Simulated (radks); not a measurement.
Be3.25+, configuration 1s(up 0.5, down 0.25) (fractional occupations, a model configuration).

All-electron calculation, non-relativistic Kohn-Sham, LDA (Slater exchange, Perdew-Wang correlation), spin-polarised, spherical densities, point nucleus. Program: a radial shooting solver on a logarithmic mesh with Libxc functionals.

Energy parts (eV):
part                    energy
total                 -161.694
kinetic                160.811
electron-nucleus      -324.060
Hartree                 18.949
exchange-correlation   -17.394

Orbitals (lengths in bohr, moments of r in powers of bohr; <r^-3> diverges for s and p1/2):
\begin{tabular}{lrrrr}
orbital & occ. & eigenvalue (eV) & <1/r> & <r^-3> \\ \hline
1s up & 0.5 & -199.5042 & 3.984 & - \\
1s down & 0.25 & -193.9842 & 3.940 & - \\
\end{tabular}

The highest occupied level is 1s down at -193.98 eV. Spin moment in Bohr magnetons: 0.25. The spin density at the nucleus is 5.195 e/bohr^3 (1s 5.195), a Fermi contact field of 272 T.
